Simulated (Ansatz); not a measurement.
`[CH3][SnH]([F])[Cl]`, charge 0, multiplicity 1.

Q: Give a relaxed structure at PBE0-D4/def2-TZVP (Ansatz). (Best estimate.)

A: Computed: 
Cartesian coordinates in Å:
```
C 0.4538 0.1199 -1.1073
Sn -0.3500 -0.2811 0.8062
F 1.0550 0.0963 2.0576
Cl -1.9878 1.2919 1.2815
H 0.8119 1.1484 -1.1136
H 1.2815 -0.5606 -1.3049
H -0.3189 -0.0048 -1.8651
H -0.9455 -1.8099 1.2456
```
